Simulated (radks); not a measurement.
Results of a calculation; reference values are marked as such.
Valence configurations of the cerium ion Ce+ (all share [Xe]). Code: a radial shooting solver on a logarithmic mesh with Libxc functionals. Model: scalar-relativistic Kohn-Sham, SCAN, spin-unpolarised, spherical densities, finite nucleus; meta-GGA in the generalised Kohn-Sham scheme; Fermi nuclear charge, rms radius 4.8771 fm. Order these by energy: 4f2 5d1; 4f1 5d1 6s1; 4f1 5d1 6p1; 4f0.5 5d2 6p0.5; 5d3; 5d1 6s1 6p1; 4f3; 4f1 5d2; 5d2 6s1; 4f2 6s1.

Answer. From the lowest, in eV above it: 4f2 6s1 0.000; 4f1 5d1 6s1 0.462; 4f1 5d2 0.606; 4f2 5d1 0.785; 4f1 5d1 6p1 3.446; 4f3 3.543; 4f0.5 5d2 6p0.5 3.577; 5d3 4.597; 5d2 6s1 5.261; 5d1 6s1 6p1 9.931. NIST lists [Xe] 4f1 5d2 as the ground configuration; this level of theory puts 4f2 6s1 lower, by 0.606 eV. The energies are those of spherical spin-averaged densities, not of single terms.
